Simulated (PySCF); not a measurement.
C₃H₁₀O₂Si, singlet, at a GFN2-xTB geometry; CASSCF(6,6)/STO-3G (PySCF).

The PySCF input:
```python
from pyscf import gto, scf, mcscf
import numpy

mol = gto.Mole()
mol.atom = '''
    Si    1.069266    0.749053   -0.731821
    O     2.509253    0.791542    0.005468
    O     0.163938   -0.228061    0.192457
    C    -1.156235   -0.661370    0.007162
    C    -2.140414    0.470162    0.287550
    C    -1.396299   -1.848106    0.937064
    H     0.612428    2.134016   -0.752634
    H     1.181531    0.190383   -2.082200
    H     2.768489    0.071706    0.575086
    H    -1.277759   -0.987779   -1.036597
    H    -3.161583    0.114901    0.180015
    H    -1.995130    0.838875    1.299915
    H    -1.972993    1.288221   -0.407838
    H    -0.673630   -2.633511    0.730864
    H    -1.280447   -1.533339    1.971253
    H    -2.398468   -2.242175    0.793574
'''
mol.basis = 'sto-3g'
mol.charge = 0
mol.spin = 0
mol.verbose = 4
mol.build()

mf = scf.RHF(mol)
mf.kernel()
mc = mcscf.CASSCF(mf, 6, 6)
mc.fix_spin_(ss=0.0)
mc.kernel()
occ = numpy.linalg.eigvalsh(mc.fcisolver.make_rdm1(mc.ci, mc.ncas, mc.nelecas))[::-1]
ss = mc.fcisolver.spin_square(mc.ci, mc.ncas, mc.nelecas)[0]
print('natural occupations', occ.round(4), ' <S^2>', round(ss, 4))
```

Output, abridged:

```
PySCF version 2.14.0

[INPUT] verbose = 4
[INPUT] num. atoms = 16
[INPUT] num. electrons = 58
[INPUT] charge = 0
[INPUT] spin (= nelec alpha-beta = 2S) = 0
[INPUT] symmetry False subgroup None
[INPUT] Mole.unit = angstrom
[INPUT] Symbol           X                Y                Z      unit          X                Y                Z       unit  Magmom
[...]
nuclear repulsion = 326.355577940186
number of shells = 30
number of NR pGTOs = 132
number of NR cGTOs = 44
basis = sto-3g
ecp = {}

******** <class 'pyscf.scf.hf.RHF'> ********
method = RHF
initial guess = minao
damping factor = 0
level_shift factor = 0
DIIS = <class 'pyscf.scf.diis.CDIIS'>
diis_start_cycle = 1
diis_space = 8
diis_damp = 0
SCF conv_tol = 1e-09
SCF conv_tol_grad = None
SCF max_cycles = 50
direct_scf = True
direct_scf_tol = 1e-13
Set gradient conv threshold to 3.16228e-05
Initial guess from minao.
init E= -552.157514323256
[...]
cycle= 1 E= -551.23453046553  delta_E= 0.923  |g|= 0.593  |ddm|= 4.59
[...]
cycle= 2 E= -551.358944287635  delta_E= -0.124  |g|= 0.151  |ddm|= 1.03
[...]
cycle= 3 E= -551.366592777753  delta_E= -0.00765  |g|= 0.0303  |ddm|= 0.236
[...]
cycle= 4 E= -551.367084358095  delta_E= -0.000492  |g|= 0.00508  |ddm|= 0.0693
[...]
cycle= 5 E= -551.367097284066  delta_E= -1.29e-05  |g|= 0.00131  |ddm|= 0.0108
[...]
cycle= 6 E= -551.367098473961  delta_E= -1.19e-06  |g|= 0.000188  |ddm|= 0.0039
[...]
cycle= 7 E= -551.367098498536  delta_E= -2.46e-08  |g|= 5.38e-05  |ddm|= 0.000527
[...]
cycle= 8 E= -551.367098500595  delta_E= -2.06e-09  |g|= 1.17e-05  |ddm|= 0.000158
[...]
cycle= 9 E= -551.367098500691  delta_E= -9.64e-11  |g|= 2.33e-06  |ddm|= 3.45e-05
[...]
Extra cycle  E= -551.367098500696  delta_E= -4.21e-12  |g|= 9.22e-07  |ddm|= 4.58e-06
converged SCF energy = -551.367098500696

******** <class 'pyscf.mcscf.mc1step.CASSCF'> ********
CAS (3e+3e, 6o), ncore = 26, nvir = 12
max_cycle_macro = 50
max_cycle_micro = 4
conv_tol = 1e-07
conv_tol_grad = None
orbital rotation max_stepsize = 0.02
orbital rotation threshold for CI restart = 0.01
augmented hessian ah_max_cycle = 30
augmented hessian ah_conv_tol = 1e-12
augmented hessian ah_linear dependence = 1e-14
augmented hessian ah_level shift = 1e-08
augmented hessian ah_start_tol = 2.5
augmented hessian ah_start_cycle = 3
augmented hessian ah_grad_trust_region = 3
kf_trust_region = 3
kf_interval = 4
ci_response_space = 4
ci_grad_trust_region = 3
with_dep4 0
natorb = False
canonicalization = True
sorting_mo_energy = False
ao2mo_level = 2
internal_rotation = False
******** <class 'pyscf.fci.addons.SpinPenaltyFCISolver'> ********
max. cycles = 50
conv_tol = 1e-08
davidson only = True
linear dependence = 1e-12
level shift = 0.001
max iter space = 12
nroots = 1
pspace_size = 400
spin = None
CASCI E = -551.370938370527  S^2 = 0.0000000
Set conv_tol_grad to 0.000316228
macro iter   1 ( 21 JK    4 micro), CASSCF E = -551.377876930771  dE = -6.93856024e-03  S^2 = 0.0000000
               |grad[o]|=0.00776  |grad[c]|=0.0716  |ddm|=0.0536  |maxRot[o]|=0.307
macro iter   2 ( 21 JK    4 micro), CASSCF E = -551.384964138952  dE = -7.08720818e-03  S^2 = 0.0000000
               |grad[o]|=0.0156  |grad[c]|=0.0352  |ddm|=0.023  |maxRot[o]|=0.198
macro iter   3 ( 21 JK    4 micro), CASSCF E = -551.388900779836  dE = -3.93664088e-03  S^2 = 0.0000000
               |grad[o]|=0.0153  |grad[c]|=0.0176  |ddm|=0.017  |maxRot[o]|=0.165
macro iter   4 ( 21 JK    4 micro), CASSCF E = -551.390755667030  dE = -1.85488719e-03  S^2 = 0.0000000
               |grad[o]|=0.0129  |grad[c]|=0.0177  |ddm|=0.0117  |maxRot[o]|=0.0915
macro iter   5 ( 21 JK    4 micro), CASSCF E = -551.391876085969  dE = -1.12041894e-03  S^2 = 0.0000000
               |grad[o]|=0.0112  |grad[c]|=0.016  |ddm|=0.00884  |maxRot[o]|=0.0643
macro iter   6 (  7 JK    2 micro), CASSCF E = -551.394738382759  dE = -2.86229679e-03  S^2 = 0.0000000
               |grad[o]|=0.0103  |grad[c]|=0.00299  |ddm|=0.0128  |maxRot[o]|=0.0697
macro iter   7 ( 21 JK    4 micro), CASSCF E = -551.395430123776  dE = -6.91741017e-04  S^2 = 0.0000000
               |grad[o]|=0.00845  |grad[c]|=0.0133  |ddm|=0.00607  |maxRot[o]|=0.0615
macro iter   8 (  7 JK    2 micro), CASSCF E = -551.397414210055  dE = -1.98408628e-03  S^2 = 0.0000000
               |grad[o]|=0.00799  |grad[c]|=0.00216  |ddm|=0.011  |maxRot[o]|=0.0662
macro iter   9 ( 12 JK    3 micro), CASSCF E = -551.400130492760  dE = -2.71628271e-03  S^2 = 0.0000000
               |grad[o]|=0.00676  |grad[c]|=0.0613  |ddm|= 0.05  |maxRot[o]|=0.147
macro iter  10 ( 21 JK    4 micro), CASSCF E = -551.407092470901  dE = -6.96197814e-03  S^2 = 0.0000000
               |grad[o]|=0.00832  |grad[c]|=0.035  |ddm|=0.0228  |maxRot[o]|=0.222
macro iter  11 ( 21 JK    4 micro), CASSCF E = -551.408132205509  dE = -1.03973461e-03  S^2 = 0.0000000
               |grad[o]|=0.0147  |grad[c]|=0.0455  |ddm|=0.0219  |maxRot[o]|=0.0864
macro iter  12 ( 21 JK    4 micro), CASSCF E = -551.408643232721  dE = -5.11027212e-04  S^2 = 0.0000000
               |grad[o]|=0.0135  |grad[c]|=0.0463  |ddm|=0.0251  |maxRot[o]|=0.0445
macro iter  13 ( 21 JK    4 micro), CASSCF E = -551.408882992027  dE = -2.39759307e-04  S^2 = 0.0000000
               |grad[o]|=0.0135  |grad[c]|=0.0448  |ddm|=0.0231  |maxRot[o]|=0.0303
macro iter  14 ( 21 JK    4 micro), CASSCF E = -551.408992400931  dE = -1.09408904e-04  S^2 = 0.0000000
               |grad[o]|=0.0135  |grad[c]|=0.0431  |ddm|=0.022  |maxRot[o]|=0.0275
macro iter  15 ( 21 JK    4 micro), CASSCF E = -551.409017247023  dE = -2.48460921e-05  S^2 = 0.0000000
               |grad[o]|=0.0137  |grad[c]|=0.0414  |ddm|=0.0211  |maxRot[o]|=0.0237
macro iter  16 ( 21 JK    4 micro), CASSCF E = -551.408976973477  dE =  4.02735459e-05  S^2 = 0.0000000
               |grad[o]|=0.0139  |grad[c]|=0.0398  |ddm|=0.0203  |maxRot[o]|=0.0194
macro iter  17 ( 17 JK    4 micro), CASSCF E = -551.410581692121  dE = -1.60471864e-03  S^2 = 0.0000000
[...]
               |grad[o]|=0.0122  |grad[c]|=0.0307  |ddm|=0.0142  |maxRot[o]|=0.00674
macro iter  22 ( 21 JK    4 micro), CASSCF E = -551.412387828314  dE = -7.59469178e-05  S^2 = 0.0000000
               |grad[o]|=0.0124  |grad[c]|=0.0314  |ddm|=0.0143  |maxRot[o]|=0.00615
macro iter  23 ( 21 JK    4 micro), CASSCF E = -551.412463983743  dE = -7.61554292e-05  S^2 = 0.0000000
               |grad[o]|=0.0126  |grad[c]|=0.0312  |ddm|=0.0141  |maxRot[o]|=0.0064
macro iter  24 ( 21 JK    4 micro), CASSCF E = -551.412541704640  dE = -7.77208963e-05  S^2 = 0.0000000
               |grad[o]|=0.0127  |grad[c]|=0.0306  |ddm|=0.0138  |maxRot[o]|=0.00668
macro iter  25 ( 21 JK    4 micro), CASSCF E = -551.412619303233  dE = -7.75985932e-05  S^2 = 0.0000000
               |grad[o]|=0.0127  |grad[c]|=0.0298  |ddm|=0.0134  |maxRot[o]|=0.007
macro iter  26 ( 21 JK    4 micro), CASSCF E = -551.412695168419  dE = -7.58651861e-05  S^2 = 0.0000000
               |grad[o]|=0.0127  |grad[c]|=0.0289  |ddm|=0.013  |maxRot[o]|=0.00737
macro iter  27 ( 21 JK    4 micro), CASSCF E = -551.412767724846  dE = -7.25564273e-05  S^2 = 0.0000000
               |grad[o]|=0.0127  |grad[c]|=0.028  |ddm|=0.0127  |maxRot[o]|=0.00778
macro iter  28 ( 21 JK    4 micro), CASSCF E = -551.412835045853  dE = -6.73210062e-05  S^2 = 0.0000000
               |grad[o]|=0.0126  |grad[c]|=0.0271  |ddm|=0.0123  |maxRot[o]|=0.00823
macro iter  29 ( 21 JK    4 micro), CASSCF E = -551.412894673389  dE = -5.96275366e-05  S^2 = 0.0000000
               |grad[o]|=0.0126  |grad[c]|=0.0261  |ddm|=0.012  |maxRot[o]|=0.00874
macro iter  30 ( 21 JK    4 micro), CASSCF E = -551.412943510220  dE = -4.88368311e-05  S^2 = 0.0000000
               |grad[o]|=0.0126  |grad[c]|=0.0252  |ddm|=0.0116  |maxRot[o]|=0.00929
macro iter  31 ( 21 JK    4 micro), CASSCF E = -551.412977865805  dE = -3.43555844e-05  S^2 = 0.0000000
               |grad[o]|=0.0126  |grad[c]|=0.0243  |ddm|=0.0113  |maxRot[o]|=0.00988
macro iter  32 ( 21 JK    4 micro), CASSCF E = -551.412993502935  dE = -1.56371302e-05  S^2 = 0.0000000
               |grad[o]|=0.0126  |grad[c]|=0.0234  |ddm|=0.011  |maxRot[o]|=0.0105
macro iter  33 ( 21 JK    4 micro), CASSCF E = -551.412985659322  dE =  7.84361248e-06  S^2 = 0.0000000
               |grad[o]|=0.0126  |grad[c]|=0.0226  |ddm|=0.0107  |maxRot[o]|=0.0111
macro iter  34 ( 21 JK    4 micro), CASSCF E = -551.415260814401  dE = -2.27515508e-03  S^2 = 0.0000000
               |grad[o]|=0.0126  |grad[c]|=0.00621  |ddm|=0.00286  |maxRot[o]|=0.0479
macro iter  35 ( 21 JK    4 micro), CASSCF E = -551.415539847348  dE = -2.79032947e-04  S^2 = 0.0000000
               |grad[o]|=0.0101  |grad[c]|=0.0124  |ddm|=0.0053  |maxRot[o]|=0.0256
macro iter  36 ( 21 JK    4 micro), CASSCF E = -551.415566971233  dE = -2.71238848e-05  S^2 = 0.0000000
               |grad[o]|=0.00973  |grad[c]|=0.0143  |ddm|=0.00608  |maxRot[o]|=0.00753
macro iter  37 ( 21 JK    4 micro), CASSCF E = -551.415550049210  dE =  1.69220233e-05  S^2 = 0.0000000
               |grad[o]|=0.00964  |grad[c]|=0.0165  |ddm|=0.00717  |maxRot[o]|=0.00878
macro iter  38 ( 17 JK    4 micro), CASSCF E = -551.416403777230  dE = -8.53728021e-04  S^2 = 0.0000000
               |grad[o]|=0.00973  |grad[c]|=0.00542  |ddm|=0.00288  |maxRot[o]|=0.0248
macro iter  39 ( 20 JK    4 micro), CASSCF E = -551.416720135522  dE = -3.16358291e-04  S^2 = 0.0000000
               |grad[o]|=0.00849  |grad[c]|=0.00977  |ddm|=0.00455  |maxRot[o]|=0.0102
macro iter  40 ( 21 JK    4 micro), CASSCF E = -551.416656534797  dE =  6.36007245e-05  S^2 = 0.0000000
               |grad[o]|=0.00803  |grad[c]|=0.0118  |ddm|=0.00443  |maxRot[o]|=0.00842
macro iter  41 ( 20 JK    4 micro), CASSCF E = -551.418015802222  dE = -1.35926742e-03  S^2 = 0.0000000
               |grad[o]|=0.00815  |grad[c]|=0.00385  |ddm|=0.00271  |maxRot[o]|=0.0448
macro iter  42 ( 20 JK    4 micro), CASSCF E = -551.418224949331  dE = -2.09147109e-04  S^2 = 0.0000000
               |grad[o]|=0.00562  |grad[c]|=0.00653  |ddm|=0.00261  |maxRot[o]|=0.00924
macro iter  43 ( 21 JK    4 micro), CASSCF E = -551.418186164458  dE =  3.87848726e-05  S^2 = 0.0000000
               |grad[o]|=0.00515  |grad[c]|=0.0103  |ddm|=0.00316  |maxRot[o]|=0.00829
macro iter  44 ( 21 JK    4 micro), CASSCF E = -551.418788046272  dE = -6.01881814e-04  S^2 = 0.0000000
               |grad[o]|=0.00525  |grad[c]|=0.00243  |ddm|=0.00109  |maxRot[o]|=0.0326
macro iter  45 ( 21 JK    4 micro), CASSCF E = -551.418748618095  dE =  3.94281769e-05  S^2 = 0.0000000
               |grad[o]|=0.00331  |grad[c]|=0.00588  |ddm|=0.00181  |maxRot[o]|=0.00681
macro iter  46 ( 18 JK    4 micro), CASSCF E = -551.419077602653  dE = -3.28984558e-04  S^2 = 0.0000000
               |grad[o]|=0.00348  |grad[c]|=0.00148  |ddm|=0.000919  |maxRot[o]|=0.0264
macro iter  47 ( 17 JK    4 micro), CASSCF E = -551.419061312106  dE =  1.62905466e-05  S^2 = 0.0000000
               |grad[o]|=0.00176  |grad[c]|=0.0032  |ddm|=0.00107  |maxRot[o]|=0.00588
macro iter  48 ( 21 JK    4 micro), CASSCF E = -551.419174309535  dE = -1.12997429e-04  S^2 = 0.0000000
               |grad[o]|=0.00191  |grad[c]|=0.00122  |ddm|=0.000394  |maxRot[o]|=0.0177
macro iter  49 (  6 JK    2 micro), CASSCF E = -551.419190259861  dE = -1.59503256e-05  S^2 = 0.0000000
               |grad[o]|=0.000691  |grad[c]|=0.000272  |ddm|=0.000467  |maxRot[o]|=0.00737
macro iter  50 (  7 JK    2 micro), CASSCF E = -551.419191961162  dE = -1.70130170e-06  S^2 = 0.0000000
               |grad[o]|=0.000222  |grad[c]|=0.000128  |ddm|=0.000187  |maxRot[o]|=0.0023
1-step CASSCF not converged,  50 macro (956 JK 190 micro) steps
CASSCF canonicalization
Density matrix diagonal elements [1.98090831 1.97786157 1.97703624 0.02326328 0.01859    0.02234059]
CASSCF energy = -551.419191961162
CASCI E = -551.419191961162  E(CI) = -9.47912304547333  S^2 = 0.0000000
natural occupations [1.984  1.9775 1.9752 0.0261 0.0222 0.015 ]  <S^2> 0.0
```

The run did not converge; its last values are not results.
